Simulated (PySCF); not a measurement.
# `CO[C@@H]1OC[C@H](F)C1=O`, C5H7FO3

Geometry:
```json
{"atom": "C1", "x (Å)": "2.461", "y (Å)": "-0.250", "z (Å)": "0.562"}
{"atom": "O2", "x (Å)": "1.154", "y (Å)": "-0.781", "z (Å)": "0.455"}
{"atom": "C3", "x (Å)": "0.352", "y (Å)": "-0.114", "z (Å)": "-0.469"}
{"atom": "O4", "x (Å)": "-0.029", "y (Å)": "1.170", "z (Å)": "-0.047"}
{"atom": "C5", "x (Å)": "-1.157", "y (Å)": "1.036", "z (Å)": "0.800"}
{"atom": "C6", "x (Å)": "-2.008", "y (Å)": "-0.060", "z (Å)": "0.151"}
{"atom": "F7", "x (Å)": "-2.718", "y (Å)": "-0.790", "z (Å)": "1.062"}
{"atom": "C8", "x (Å)": "-0.959", "y (Å)": "-0.911", "z (Å)": "-0.579"}
{"atom": "O9", "x (Å)": "-1.121", "y (Å)": "-1.961", "z (Å)": "-1.116"}
{"atom": "H10", "x (Å)": "2.432", "y (Å)": "0.807", "z (Å)": "0.841"}
{"atom": "H11", "x (Å)": "3.002", "y (Å)": "-0.361", "z (Å)": "-0.384"}
{"atom": "H12", "x (Å)": "2.953", "y (Å)": "-0.828", "z (Å)": "1.340"}
{"atom": "H13", "x (Å)": "0.862", "y (Å)": "-0.005", "z (Å)": "-1.438"}
{"atom": "H14", "x (Å)": "-0.860", "y (Å)": "0.711", "z (Å)": "1.806"}
{"atom": "H15", "x (Å)": "-1.645", "y (Å)": "2.008", "z (Å)": "0.849"}
{"atom": "H16", "x (Å)": "-2.728", "y (Å)": "0.337", "z (Å)": "-0.576"}
```

Computed, not measured: PySCF, TDDFT PBE0/def2-SVPD circular dichroism and optical rotation, one conformer, gas phase. Geometry: GFN2-xTB.

The molecule is flexible and this is one conformer; a measurement averages over conformers. States above about 7.7 eV lie in this functional's continuum (it starts at minus the energy of the highest occupied orbital, well below the true ionisation energy for most functionals) and depend on the basis.

Stereocentres: C3 R, C6 S.

Problem. Give the optical rotatory dispersion at 633, 589.3, 546, 436, 405, 365, 355 nm.

Solution. [α] in deg dm⁻¹ (g/mL)⁻¹:
| λ (nm) | origin-invariant length gauge | modified velocity gauge | length gauge (centre of mass) | isotropic polarisability (au) |
| --- | --- | --- | --- | --- |
| 633 | -21.7 | -29.8 | -22.0 | 69.9 |
| 589.3 | -15.3 | -25.1 | -15.6 | 70.1 |
| 546 | -1.4 | -13.5 | -1.8 | 70.4 |
| 436 | +172.3 | +147.2 | +171.8 | 71.4 |
| 405 | +371.1 | +336.7 | +370.6 | 71.8 |
| 365 | +1257.4 | +1193.5 | +1257.1 | 72.6 |
| 355 | +1910.5 | +1828.4 | +1910.4 | 72.9 |

The shortest wavelength is close to the first absorption, where this undamped response comes out too large.

Problem. And for the mirror image at 589.3 nm?

Solution. +15.3 deg dm⁻¹ (g/mL)⁻¹ (origin-invariant length gauge): the same size and the opposite sign.

Problem. What is the molar rotation [Φ] = [α]·M/100 of the geometry above at 589.3 nm?

Solution. With M = 134.11 g/mol, -20.6 deg cm² dmol⁻¹ (origin-invariant length gauge).

The first excitation lies at 3.81 eV (325 nm) with R = +7.5 × 10⁻⁴⁰ esu² cm² (velocity form).
